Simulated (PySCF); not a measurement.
Geometries of 2 isomers of C5H9OP, from PySCF, PBE0-D3(BJ)/def2-SVP geometry optimisation, gas phase. One conformer each, no zero-point energy, no frequencies.

Question: Which isomer lies lower at this level?
A.
```xyz
16
angstrom
C     -1.129    0.541   -2.961
C     -0.668    0.466   -1.700
C     -0.739    1.640   -0.771
P      0.036   -1.155   -1.228
C      0.487   -0.873    0.378
O      1.074   -1.823    1.112
C      1.311   -1.521    2.463
H     -1.572    1.463   -3.352
H     -1.078   -0.315   -3.642
H     -1.200    2.506   -1.268
H      0.264    1.938   -0.425
H     -1.336    1.406    0.126
H      0.334    0.086    0.896
H      1.836   -2.379    2.901
H      1.945   -0.622    2.570
H      0.366   -1.362    3.012
```
B.
```xyz
16
angstrom
C      2.460    0.531   -0.641
C      1.740   -0.552   -0.345
C      0.447   -0.538    0.396
C     -0.770   -1.328   -0.152
C     -1.880   -0.419    0.418
P     -0.650    0.945    0.416
O     -0.580    2.083    1.377
H      3.410    0.456   -1.176
H      2.135    1.535   -0.344
H      2.109   -1.541   -0.648
H      0.598   -0.821    1.455
H     -0.772   -1.311   -1.254
H     -0.820   -2.380    0.167
H     -2.807   -0.304   -0.160
H     -2.125   -0.679    1.459
H     -0.632    1.309   -0.967
```

Answer: B. That is `C=C[C@@H]1CC[P@H]1=O`, 24.7 kcal/mol below the other.

```csv
SMILES,atoms numbered as above,E (Eh),relative (kcal/mol),relative (kJ/mol),dipole (D)
C=C[C@@H]1CC[P@H]1=O,[CH2:1]=[CH:2][C@@H:3]1[CH2:4][CH2:5][P@H:6]1=[O:7],-611.75453,0.0,0.0,4.08
C=C(C)/P=C/OC,[CH2:1]=[C:2]([CH3:3])/[P:4]=[CH:5]/[O:6][CH3:7],-611.71514,24.7,103.4,3.26
```

As drawn, the lower has a four-membered ring and a P=O bond, which the higher lacks.
